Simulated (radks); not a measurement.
Fractional charge and spin in the 6s shell of gadolinium: the spin-up occupation runs from 0 to 1 and the spin-down occupation from 0 to 1; the fullest corner is Gd, [Xe] 4f(up 3.5, down 3.5) 5d(up 0.5, down 0.5) 6s(up 1, down 1). Calculated with a radial shooting solver on a logarithmic mesh with Libxc functionals: scalar-relativistic Kohn-Sham, BLYP, spin-polarised, spherical densities, finite nucleus; Fermi nuclear charge, rms radius of each element as measured or else 0.836 A^(1/3) + 0.57 fm. Energy (eV) above the fullest corner. The planes named below are the two flat planes that join the four corners, with an edge along up + down = one added electron.

down \ up       0    0.25     0.5   0.75      1
0          18.772  15.154  11.898  8.996  6.444
0.25       15.154  11.931   9.061  6.539  4.356
0.5        11.898   9.061   6.571  4.417  2.593
0.75        8.996   6.539   4.417  2.622  1.144
1           6.444   4.356   2.593  1.144  0.000

Corners above the fullest one (they belong to Gd+ and the next ion): (up 1, down 0) 6.444 eV, (up 0, down 1) 6.444 eV, (up 0, down 0) 18.772 eV. With half an added electron in each spin the energy lies 0.127 eV from the planes, and with half an added electron in spin up alone -0.710 eV. The planes are only a guide here: the flat-plane condition holds for ground states with one frontier orbital, while this shell lies below other occupied shells, so the corners above the fullest one are inner-hole states and not the ground states of those ions.
